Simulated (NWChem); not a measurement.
SnClF, singlet; SMILES [F][Sn][Cl]

All runs: NWChem. Medium grid unless said otherwise, to which SCAN and Minnesota functionals are sensitive. Low-valent species are run as closed-shell singlets; no triplet was tried in these runs. Geometry: optimised at PBE0/def2-SVP. def2 effective core potentials on Sn; no spin-orbit coupling. Total energies of different functionals are on different scales.

| level | energy (Ha) | highest occupied level (eV) | orbital gap (eV) | dipole (D) |
|---|---|---|---|---|
| B3LYP/def2-TZVP | -774.5994 | -8.16 | 4.89 | 3.68 |
| PBE/def2-TZVP | -774.2304 | -7.18 | 3.51 | 3.41 |
| BHandHLYP/def2-TZVP | -774.4014 | ? | ? | ? |
| SCAN/def2-TZVP | -774.5828 | -7.54 | 3.84 | 3.51 |
| BLYP/def2-TZVP | -774.4614 | -7.06 | 3.44 | 3.47 |
| M05-2X/def2-TZVP | -774.4296 | -9.58 | 7.35 | 3.70 |
| OLYP/def2-TZVP | -774.7422 | -6.98 | 3.60 | 3.49 |
| MN15/def2-TZVP | -773.8686 | -9.05 | 6.38 | 3.82 |
| N12/def2-TZVP | -775.0510 | -7.09 | 3.54 | 3.69 |

Q: Some entries are withheld; supply them.

A: 
- BHandHLYP/def2-TZVP, highest occupied level (eV): -9.36
- BHandHLYP/def2-TZVP, orbital gap (eV): 7.02
- BHandHLYP/def2-TZVP, dipole (D): 3.87
